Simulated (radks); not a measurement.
Problem. Species: the cadmium ion Cd2+. Configuration: [Ar] 3d10 4s1 4p6 4d10 5s1 (not the ground configuration). All-electron calculation, scalar-relativistic Kohn-Sham, HCTH/407, spin-unpolarised, spherical densities, point nucleus. Program: a radial shooting solver on a logarithmic mesh with Libxc functionals. Some entries of the table are withheld. Estimate them.

orbital,occ.,eigenvalue (hartree),<r^2> (bohr^2),<1/r> (bohr^-1)
1s,2,-975.5874,0.001251,50.61
2s,2,-145.9366,0.02044,11.52
2p,6,-131.1450,0.01610,11.11
3s,2,-28.09108,(1),4.067
3p,6,-23.22942,(2),3.876
3d,10,-15.61400,0.1325,3.651
4s,1,-4.88126,0.8607,1.585
4p,6,-3.43678,1.024,1.435
4d,10,-1.34614,1.671,1.123
5s,1,-0.85423,6.474,0.5386

Solution. 
(1) 3s <r^2> (bohr^2): 0.1465
(2) 3p <r^2> (bohr^2): 0.1475
